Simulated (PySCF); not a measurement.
Run record: geometry optimisation, `[CH3][Ge]([CH3])([CH3])[CH3]`.

Method: PBE0-D3(BJ)/def2-SVP geometry optimisation, gas phase (PySCF 2.14.0). Start geometry: GFN2-xTB. A driver script takes a list of jobs; this job's settings line and coordinates (Å) are shown.

Input:
```
{"job": {"xc": "PBE0", "basis": "def2-SVP", "d3": "d3bj", "grid": 1, "maxiter": 30, "shake": 0.01, "kind": "geom"}, "charge": 0, "multiplicity": 1}
C     -0.452140    -1.024890    -1.649870
Ge    -0.007090    -0.005420    -0.003600
C     -0.041760     1.947900    -0.386990
C     -1.288380    -0.409650     1.422270
C      1.810780    -0.544380     0.593210
H     -1.466150    -0.716160    -2.006190
H     -0.456890    -2.072180    -1.473520
H      0.252060    -0.781780    -2.453690
H      0.238190     2.522320     0.529650
H     -1.008870     2.268760    -0.695290
H      0.682060     2.196960    -1.150050
H     -2.317510    -0.124910     1.126360
H     -1.356200    -1.463940     1.641910
H     -1.098830     0.129560     2.344810
H      1.846220    -1.612310     0.818650
H      2.554440    -0.306890    -0.152120
H      2.093560     0.008850     1.504630
```

Output:
```
step   0  E = -2235.84626761  max force = 0.037621
step   1  E = -2235.85042848  max force = 0.009019
step   2  E = -2235.85100553  max force = 0.002537
step   3  E = -2235.85119048  max force = 0.001350
step   4  E = -2235.85124797  max force = 0.001349
step   5  E = -2235.85129280  max force = 0.000726
step   6  E = -2235.85131714  max force = 0.000496
step   7  E = -2235.85134460  max force = 0.000898
step   8  E = -2235.85137398  max force = 0.001188
step   9  E = -2235.85139921  max force = 0.001031
step  10  E = -2235.85141139  max force = 0.000423
optimisation converged
```

Energies in Eh; «max force» is the largest Cartesian gradient component in Eh/bohr.

How much energy does the optimisation release, in kJ/mol?

E(step 0) − E(last step) = 0.005144 Eh, which is 13.5 kJ/mol.

Summary of the converged run: final energy -2235.85141 Eh after 10 steps; dipole 0.00 D.

The run took 1.8 min wall on one thread of an Arm Neoverse V1 (shared host), and the process peaked at 0.61 GiB of memory.
Labels such as C1 count atoms from 1, the log's own numbers from 0.
